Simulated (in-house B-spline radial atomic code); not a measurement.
Ionisation energies with and without relativity, with size and susceptibility from the Dirac run. Dirac energy differences include first-order Breit, QED and recoil terms. NIST's values go from ground level to ground level; the uncertainty of those that are theory runs from under 0.1 % in few-electron ions to several per cent in heavy many-electron ones. Computed with a B-spline radial code for spherical atoms: non-relativistic Hartree-Fock and Dirac-Hartree-Fock, averages of the configuration (point nuclei without relativity, finite nuclei with it).

```tsv
ion	configuration	configuration after	ionisation non-relativistic (eV)	ionisation Dirac Breit and QED (eV)	tabulated value (eV)	tabulated kind	radius at density 0.001 (bohr)	diamagnetic susceptibility (10⁻⁶ cm³/mol)
Sc6+	[Ne] 3s2 3p3	[Ne] 3s2 3p2	133.35	133.44	137.99	semi-empirical	2.34	-5.4267
Ti6+	[Ne] 3s2 3p4	[Ne] 3s2 3p3	141.87	141.98	140.68	semi-empirical	2.292	-5.7179
V6+	[Ne] 3s2 3p5	[Ne] 3s2 3p4	150.50	150.65	150.72	semi-empirical	2.242	-5.924
Cr6+	[Ne] 3s2 3p6	[Ne] 3s2 3p5	159.26	159.43	160.29	semi-empirical	2.192	-6.0651
Mn6+	[Ar] 3d1	[Ne] 3s2 3p6	118.53	118.10	119.203	measured	2.181	-6.2091
Fe6+	[Ar] 3d2	[Ar] 3d1	122.71	122.24	124.9671	measured	2.165	-6.3114
Co6+	[Ar] 3d3	[Ar] 3d2	126.84	126.32	128.9	semi-empirical	2.146	-6.3808
Ni6+	[Ar] 3d4	[Ar] 3d3	130.91	130.35	132	tabulated theory	2.126	-6.4242
Cu6+	[Ar] 3d5	[Ar] 3d4	134.94	134.32	139	semi-empirical	2.104	-6.4468
```
